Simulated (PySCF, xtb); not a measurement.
Mg₂O, SMILES [Mg][O][Mg] (connectivity only; charge and spin as stated), neutral, multiplicity 1.

GFN2-xTB run with xtb at its own geometry gives an orbital gap of 1.27 eV and a dipole moment of 0.00 D.

Geometry optimised at PBE0-D3(BJ)/def2-TZVP.

Q: What does PySCF with HF/def2-TZVPD give? (An estimate is asked for; the answer gives what the named calculation found.)

A: gap 3.32 eV (levels -4.81 and -1.49 eV), dipole 0.00 D.
